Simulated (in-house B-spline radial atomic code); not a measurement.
N. Computed with a B-spline radial atomic code. Model: non-relativistic spherical atom: semilocal Troullier-Martins pseudo-atom, one channel per l, against all electrons, high spin, G0W0 and RPA with empty states to l = 8, local potential for every l without a channel, a model core (radius 0 = none) keeps its share of the functional.

What the tables leave out is listed at the end.

The pseudopotential gives back the lowest level of each angular momentum of its own functional in the configuration it was made in; a second state of the same l is only approximately right. Exact exchange, RPA and GW see the smooth pseudo-orbitals and miss the exchange with the core, for which the functional's share stands in. The column with an uncorrelated core keeps all orbitals and exact exchange, and so separates missing core correlation from pseudisation. Only the three outermost levels and the lowest empty one were computed. RPA here is direct RPA, with no exchange kernel, and its energies carry an (l + 1/2)⁻⁴ tail. A hybrid on a potential with a model core restores only its own semilocal share of the core's exchange.

Command:
```bash
python run_psgw.py task.json out
```
Settings (lengths in bohr, energies in hartree):
```
Z                      7
electrons              7
configuration          [He] 2s2 2p3
generated_in           [He] 2s2 2p3
functional             lda,vwn
core_shells            1
radius_factor          1
core_correction        False
```

Cost of the run: 18 s on 1 thread of Arm Neoverse N1 (shared host).

Given: made with LDA VWN5; model core radius 0 bohr; local radius 1.08 bohr; mean-field start LDA VWN5.

Valence shells of the generating configuration: 2s, 2p.

Channel: s 1.017, p 1.438 (radii in bohr).

Computed: largest level miss in the spin-unpolarised generating configuration 0 eV; valence RPA correlation energy all-electron orbitals -0.23438 hartree; valence RPA correlation energy pseudo -0.23508 hartree; pseudo-atom RPA polarisability 6.8872 bohr³.

```
          level  occupied  mean-field all-electron (eV)  mean-field pseudo minus all (eV)  G0W0 all-electron (eV)  G0W0 uncorrelated core minus all (eV)  G0W0 pseudo minus all (eV)  exchange self-energy all-electron (eV)  exchange self-energy pseudo (eV)
          2p up         1                       -8.4042                            -0.072                 -13.677                                  0.054                       -0.19                                 -25.453                            -24.91
        2s down         1                       -15.275                             0.309                 -20.479                                  0.046                       0.149                                 -19.725                            -17.77
2p down (empty)         0                        -4.373                             0.275                -0.12367                                   0.05                      -0.019                                 -3.9744                           -3.4047
```

(1) What is the all-electron RPA polarisability, core included?

Given: mean-field start PBE0.

Computed: valence RPA correlation energy pseudo -0.21644 hartree; all-electron RPA polarisability, core included 5.783 bohr³; pseudo-atom RPA polarisability 5.6454 bohr³.

```json
{"level": "2p up", "occupied": "1", "mean-field all-electron (eV)": "-10.216", "mean-field pseudo minus all (eV)": "-0.172", "G0W0 all-electron (eV)": "-14.207", "G0W0 uncorrelated core minus all (eV)": "0.057", "G0W0 pseudo minus all (eV)": "-0.1", "exchange self-energy all-electron (eV)": "-25.516", "exchange self-energy pseudo (eV)": "-25.197"}
{"level": "2s down", "occupied": "1", "mean-field all-electron (eV)": "-16.81", "mean-field pseudo minus all (eV)": "0.429", "G0W0 all-electron (eV)": "-20.739", "G0W0 uncorrelated core minus all (eV)": "0.052", "G0W0 pseudo minus all (eV)": "0.299", "exchange self-energy all-electron (eV)": "-19.908", "exchange self-energy pseudo (eV)": "-17.948"}
```

(2) What is the valence RPA correlation energy all-electron orbitals?

Given: mean-field start Hartree-Fock.

Computed: valence RPA correlation energy all-electron orbitals -0.17622 hartree; valence RPA correlation energy pseudo -0.17683 hartree; all-electron RPA polarisability, core included 3.9937 bohr³.

```csv
level,occupied,mean-field all-electron (eV),mean-field pseudo minus all (eV),G0W0 all-electron (eV),G0W0 uncorrelated core minus all (eV),G0W0 pseudo minus all (eV),exchange self-energy all-electron (eV),exchange self-energy pseudo (eV)
2p up,1,-15.536,-0.201,-15.028,0.057,-0.094,-25.808,-25.481
2s down,1,-19.75,0.449,-20.777,0.054,0.367,-19.343,-17.596
2s up,1,-31.646,-0.421,-28.334,0.031,-0.126,-32.443,-31.436
```

(3) What is the pseudo-atom RPA polarisability?

## Answers

(1) 6.9444 bohr³.

(2) -0.21539 hartree.

(3) 3.94 bohr³.

Among the listed levels the largest G0W0 shift of the pseudo-atom is +0.37 eV, for 2s down on the Hartree-Fock start, while leaving the core uncorrelated moves that level by +0.05 eV. So pseudisation and the lost core exchange, not the missing core correlation, make the error. Not in the tables (levels of low weight, unsolved or above zero; the highest and the empty levels are kept at any weight): on LDA the G0W0 levels 2s up (pseudo minus all -0.05 eV, weights -0.00 and 0.14); on PBE0 the G0W0 levels 2s up (pseudo minus all +0.15 eV, weights 0.27 and 0.35), 2p down (pseudo minus all +0.09 eV, weights 0.91 and 0.90).
